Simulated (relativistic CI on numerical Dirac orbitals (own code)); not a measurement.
d1 in a ligand field

Computed with a parametric ligand-field model of a d^n configuration (Racah B and C, spin-orbit zeta, crystal field), exact diagonalisation.

Field parameters in Wybourne normalisation: Oh B⁴₀ = 21Dq, B⁴₄ = √(5/14) B⁴₀; Td as Oh with Dq negative (B⁴₀ = 21Dq, B⁴₄ = √(5/14) B⁴₀). The field is a parameter set, without covalency.

Question: Lowest levels for B = 540, C = 2670, ζ = 300 cm⁻¹, Td, 10Dq = -7800 cm⁻¹?

Answer: Γ8 0 (S 0.50), Γ8 7685 (S 0.50), Γ7 8118 (S 0.50) cm⁻¹, with S from ⟨S²⟩ = S(S + 1). The ground level has 1.00 electrons in the cubic e pair.

Question: Lowest levels for B = 970, C = 4820, ζ = 890 cm⁻¹, Oh, 10Dq = 17100 cm⁻¹?

Answer: Γ8 0 (S 0.50), Γ7 1402 (S 0.50), Γ8 17680 (S 0.50) cm⁻¹, with S from ⟨S²⟩ = S(S + 1). The ground level has 0.00 electrons in the cubic e pair.

Question: Lowest levels for B = 430, C = 2170, ζ = 4000 cm⁻¹, Oh, 10Dq = 24400 cm⁻¹?

Answer: Γ8 0 (S 0.50), Γ7 6880 (S 0.50), Γ8 28160 (S 0.50) cm⁻¹, with S from ⟨S²⟩ = S(S + 1). The ground level has 0.03 electrons in the cubic e pair.

Question: Lowest levels for B = 640, C = 2280, ζ = 550 cm⁻¹, Oh, 10Dq = 24400 cm⁻¹?

Answer: Γ8 0 (S 0.50), Γ7 843 (S 0.50), Γ8 24712 (S 0.50) cm⁻¹, with S from ⟨S²⟩ = S(S + 1). The ground level has 0.00 electrons in the cubic e pair.

Question: Lowest levels for B = 520, C = 2340, ζ = 630 cm⁻¹, Oh, 10Dq = 25550 cm⁻¹?

Answer: Γ8 0 (S 0.50), Γ7 968 (S 0.50), Γ8 25911 (S 0.50) cm⁻¹, with S from ⟨S²⟩ = S(S + 1). The ground level has 0.00 electrons in the cubic e pair.
